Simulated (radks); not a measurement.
Rh IV, configuration [Kr] 4d(up 3.5, down 2.5) (fractional occupations, a model configuration).

Method: scalar-relativistic Kohn-Sham, PBE, spin-polarised, spherical densities, finite nucleus; Fermi nuclear charge, rms radius 4.4945 fm; computed with a radial shooting solver on a logarithmic mesh with Libxc functionals.

Energy parts (eV):
part                       energy
total                 -130120.837
kinetic                134759.721
electron-nucleus      -312561.663
Hartree                 51419.500
exchange-correlation    -3738.394

Orbitals (lengths in bohr, moments of r in powers of bohr):
orbital	occ.	eigenvalue (eV)	<r>
1s down	1	-23074.83	0.03263
1s up	1	-23074.83	0.03263
2s up	1	-3377.114	0.1419
2s down	1	-3376.938	0.1419
2p up	3	-3030.442	0.1237
2p down	3	-3030.309	0.1237
3s up	1	-633.7546	0.3906
3s down	1	-633.6671	0.3906
3p up	3	-519.7842	0.3904
3p down	3	-519.6838	0.3904
3d up	5	-337.5926	0.3703
3d down	5	-337.4338	0.3703
4s up	1	-118.9012	0.9731
4s down	1	-118.1301	0.9723
4p up	3	-86.4594	1.064
4p down	3	-85.6499	1.064
4d up	3.5	-39.8949	1.366
4d down	2.5	-39.0897	1.371

The highest occupied level is 4d down at -39.090 eV. The electron density at the nucleus is 1.238e+05 e/bohr^3 (large components only). Summed over all electrons, <r^2> = 26.35 bohr^2, which gives a Langevin (diamagnetic) susceptibility term of -20.9 x 10^-6 cm^3/mol. Spin moment in Bohr magnetons: 1. The spin density at the nucleus is -0.8838 e/bohr^3 (1s -0.0141, 2s -0.3456, 3s 0.1518, 4s -0.6759). The density falls to 0.001 e/bohr^3 at r = 3.18 bohr.
